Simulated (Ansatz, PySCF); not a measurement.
B2Cl3, SMILES Cl[B]B(Cl)Cl (connectivity only; charge and spin as stated), charge +1, multiplicity 1.

Geometry: PBE-D3(BJ)/def2-SVP. The spin state was assumed, not searched. The isomer is the one that the SMILES or the coordinates give; other isomers of the formula were not compared. The values are those of a single conformer.

Vertical ionisation energy (IE) and electron affinity (EA) in eV. Rows of orbital energies are one-electron estimates. Where ΔSCF, EOM or ADC give a negative EA the extra electron is unbound and the value depends on the basis.

| level | IE | EA |
|---|---|---|
| −ε(HOMO), −ε(LUMO), r2SCAN/def2-TZVP (PySCF) | 13.32 | 10.09 |
| −ε(HOMO), −ε(LUMO), PBE/def2-TZVP (PySCF) | 12.99 | 10.19 |
| ΔSCF, PBE0/def2-SVPD (Ansatz), final states of multiplicity 2 and 2 | 16.63 | 7.58 |
| ΔSCF, PBE/def2-SVPD (Ansatz), final states of multiplicity 2 and 2 | 16.22 | 7.43 |

Problem. What vertical singlet–triplet gap does ΔSCF give with PBE0/def2-SVPD (Ansatz, a first-principles code) and with PBE/def2-SVPD (Ansatz)? (Estimate from the structure and the level; the computed values follow.)

Solution. 3.22 and 2.95 eV (triplet above singlet where positive).
